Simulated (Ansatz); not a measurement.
C3H2O, SMILES `C#CC=O` (charge 0, multiplicity 1).

Calculation: Ansatz (a program for electronic structure) with r2SCAN0/cc-pVTZ // B3LYP-D3(BJ)/def2-TZVP.

Ansatz 0.2 input:
```yaml
crystal:
  periodic: [false, false, false]
  atoms:
    - { symbol: C, position_ang: [1.514791, 0.093362, -0.584777] }
    - { symbol: C, position_ang: [0.327343, 0.048686, -0.406393] }
    - { symbol: C, position_ang: [-1.097348, -0.066737, -0.196786] }
    - { symbol: O, position_ang: [-1.830324, 0.87463, -0.017565] }
    - { symbol: H, position_ang: [2.565022, 0.153347, -0.741089] }
    - { symbol: H, position_ang: [-1.479493, -1.103291, -0.212292] }
basis:
  gaussian: { orbitals: cc-pVTZ }
hamiltonian:
  xc: r2scan0
```

Output:

```
Functional definition: r2SCAN0
806 factors; their error is unknown
mean field evaluation 1: about -5181.8579 eV, gradient 4.6e1 eV
mean field evaluation 2: about -5179.9652 eV, gradient 5.8e1 eV
mean field evaluation 4: about -5185.8988 eV, gradient 2.2e0 eV
mean field evaluation 8: about -5185.9136 eV, gradient 1.2e-1 eV
mean field evaluation 16: about -5185.9117 eV, gradient 7.2e-5 eV
mean field -5185.91174735 eV, -190.5787415780 hartree, gradient 7.2e-5 eV, S^2 0.000000; 0 other end points of the search recorded, 0 dependent functions left out
reference -5185.91175362 eV, -190.5787418082 hartree; 14, 14 occupied and 134, 134 virtual orbitals, 806 factors
Total energy: -5185.91175362 eV, -190.5787418082 hartree
```
